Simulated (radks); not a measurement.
Results of a calculation; reference values are marked as such.
Species: Ag4+. Configuration: [Kr] 4d7 (the NIST ground configuration). Level of theory: scalar-relativistic Kohn-Sham, HCTH/407, spin-unpolarised, spherical densities, finite nucleus; Fermi nuclear charge, rms radius 4.5454 fm (a radial shooting solver on a logarithmic mesh with Libxc functionals). Some entries of the table are withheld. Estimate them.

orbital  occ.  eigenvalue (eV)  <1/r> (bohr^-1)
1s          2        -25379.53            49.40
2s          2              (1)            11.23
2p          6        -3410.460              (2)
3s          2              (3)            3.949
3p          6        -618.3378            3.764
3d         10        -419.8130            3.540
4s          2        -152.1807              (4)
4p          6              (5)            1.391
4d          7              (6)            1.110
5s          0         -43.0359           0.5955
5p          0         -34.2193           0.5193

Answer. 
(1) 2s eigenvalue (eV): -3792.733
(2) 2p <1/r> (bohr^-1): 10.85
(3) 3s eigenvalue (eV): -744.1432
(4) 4s <1/r> (bohr^-1): 1.532
(5) 4p eigenvalue (eV): -115.0263
(6) 4d eigenvalue (eV): -60.6497
